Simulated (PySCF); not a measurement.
Ligand exchange on a metal centre used in film growth or etching (W F-NH2). Isolated molecules, 0 K electronic values unless said otherwise. One relaxed conformer stands for each flexible species; it need not be the lowest.

Method: B3LYP-D3(BJ)/def2-TZVP // BP86-D3(BJ)/def2-SVP in PySCF. B3LYP has the VWN-RPA correlation part, as in Gaussian. 

| species | HOMO (eV) | HOMO–LUMO gap (eV) |
|---|---|---|
| 0 of 6 F replaced by NH2 | -12.48 | 7.29 |
| 1 of 6 F replaced by NH2 ([W(F)5(NH2)]) | -9.18 | 4.61 |
| 2 of 6 F replaced by NH2 ([W(F)4(NH2)2]) | -8.40 | [?] |
| 3 of 6 F replaced by NH2 ([W(F)3(NH2)3]) | -8.16 | [?] |
| 4 of 6 F replaced by NH2 | [?] | 4.53 |
| 5 of 6 F replaced by NH2 ([W(F)(NH2)5]) | -6.33 | 4.38 |
| 6 of 6 F replaced by NH2 | -5.98 | 4.50 |

**Question.** Complete the blanks.

**Answer.** 
- 2 of 6 F replaced by NH2 ([W(F)4(NH2)2]), HOMO–LUMO gap (eV): 4.99
- 3 of 6 F replaced by NH2 ([W(F)3(NH2)3]), HOMO–LUMO gap (eV): 5.27
- 4 of 6 F replaced by NH2, HOMO (eV): -6.87
